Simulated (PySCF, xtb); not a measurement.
H3O4P, SMILES OP(=O)(O)O. The values are those of a single conformer.

Harmonic wavenumbers (cm⁻¹) from GFN2-xTB in xtb at its own minimum, in rising order: 200, 206, 228, 351, 352, 404, 418, 419, 796, 839, 840, 895, 896, 944, 1269, 3635, 3637, 3650.

Question: What does TPSSh-D3(BJ)/def2-SVP run with PySCF give at its own minimum? (An estimate is asked for; the answer gives what the named calculation found.)

Answer: 148, 148, 310, 365, 365, 437, 437, 443, 824, 915, 915, 1018, 1029, 1029, 1314, 3785, 3785, 3788. Paired by order, the mean absolute difference is 72 cm⁻¹ and the zero-point energies are 28.6 and 30.1 kcal/mol.
